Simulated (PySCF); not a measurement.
## UHF on As³⁺ (arsenic, charge +3)

Configuration: [Ar] 3d10 4s2, closed-shell 1S. All numbers are calculated (PySCF 2.14, the spin-free X2C one-electron Hamiltonian (Gaussian nucleus), in x2c-TZVPPall).

| Quantity | Value |
| --- | --- |
| Total energy | -2256.997527 hartree |
| One-electron energy | -3105.5469 hartree |
| Hartree (Coulomb) energy | 930.3963 hartree |
| Exchange energy | -81.8470 hartree |
| ⟨S²⟩ | 0.0000 |
| ⟨L²⟩ | 0.000 |
| Sum of ⟨r⟩ | 16.66 bohr |
| Sum of ⟨r²⟩ | 16.54 bohr² |
| Langevin diamagnetic susceptibility | -13.1 ×10⁻⁶ cm³/mol |

```
shell  electrons  mean orbital energy (eV)  rms radius, mean of both spins (bohr)
   1s          2                  -11979.7                                 0.0524
   2s          2                   -1607.1                                  0.219
   2p          6                   -1408.6                                  0.196
   3s          2                   -259.88                                  0.638
   3p          6                   -196.01                                  0.667
   3d         10                   -90.855                                  0.742
   4s          2                   -48.065                                   1.90
```

Densities and radii are taken from the X2C orbitals without a picture-change correction, which distorts them close to the nucleus.
